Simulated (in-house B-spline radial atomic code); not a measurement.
Configurations of La⁵⁺, with energies counted from [Kr] 4d10 5s2 5p4. All numbers are computed (scalar-relativistic (X2C) B3LYP, spin-polarised, spherical fractional occupations, exact exchange averaged over the configuration; Fermi nucleus of rms radius 4.855 fm) with a B-spline radial code for spherical atoms, not measured. Shells without spins written out take the highest spin.

Occupations are held fixed; configurations that lie above the ionisation limit could autoionise.

```csv
configuration,E - E(ref) (eV),highest orbital,its <r> (bohr)
[Kr] 4d10 5s1 5p5,18.5,5p down,1.669
[Kr] 4d10 4f1 5s1 5p4,31.386,4f up,1.072
[Kr] 4d10 5s1 5p4 5f1,63.335,5f up,3.046
[Kr] 4d9 5s2 5p4 6f1,148.36,6f up,5.251
[Ar] 3d9 4s2 4p6 4d10 5s2 5p4 5f1,873.79,5f up,2.928
```

Q: Order these further configurations by energy, lowest first.
A. [Ar] 3d9 4s2 4p6 4d10 4f1 5s2 5p4
B. [Kr] 4d9 5s2 5p5
C. [Kr] 4d9 5s2 5p4 5d1
D. [Kr] 4d10 5s1 5p4 6p1
E. [Kr] 4d10 5s1 5p4 6f1

A: D (56.221 eV), E (73.98 eV), B (90.363 eV), C (114.13 eV), A (835.05 eV).

Q: How far above the reference does [Kr] 4d10 4f1 5s2 5p3 lie?

A: 13.747 eV; its least bound orbital is 4f up with <r> = 1.082 bohr.
